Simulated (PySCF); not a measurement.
A structure optimised at r2SCAN-D4/def2-TZVP, used in a PySCF frequency run:

```
Ga
F 1 1.7447
H 1 1.5377 2 120.23
Br 1 2.2633 3 126.46 2 180.00
```
Charge 0, spin multiplicity 1.

Q: Write its SMILES, formula and point group.

A: [F][GaH][Br], BrFGaH, Cs

Q: What are its rotational constants (standard atomic weights)?

A: 14.611, 1.9008, 1.6820 GHz
